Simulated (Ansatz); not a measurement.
C$_{2}$H$_{2}$GeN$_{2}$, SMILES `N#[C][GeH2][C]#N`, relaxed with RKS PBE-D4/def2-SVP in the Gaussian-basis code of Ansatz from a rough embedded geometry. The force threshold is 0.03 eV/Å; the program also tests the step.

Total charge 0; spin multiplicity 1.

Start:

```xyz
7

N     2.292    0.953   -1.326
C     1.222    0.584   -0.906
Ge   -0.464   -0.038   -0.272
C    -0.365   -0.498    1.481
N    -0.284   -0.715    2.676
H    -1.550    1.048   -0.533
H    -0.852   -1.334   -1.120
```

Task: By how much does the energy fall, and how many steps does the optimiser take? (Estimate.)

Result: The calculation gave: 33.86 kJ/mol, in 4 steps.

Task: Which bonds change most? (Best estimate.)

Result: The calculation gave: Ge3–C4 from 1.815 to 1.926 Å; Ge3–H7 from 1.597 to 1.538 Å; C4–N5 from 1.217 to 1.173 Å; N1–C2 from 1.207 to 1.173 Å.

Task: Give the relaxed structure. (An estimate is asked.)

Result: Computed: 
```xyz
7

N     2.269    0.957   -1.281
C     1.224    0.570   -0.915
Ge   -0.507   -0.059   -0.350
C    -0.343   -0.469    1.524
N    -0.266   -0.725    2.666
H    -1.533    1.073   -0.526
H    -0.845   -1.348   -1.118
```
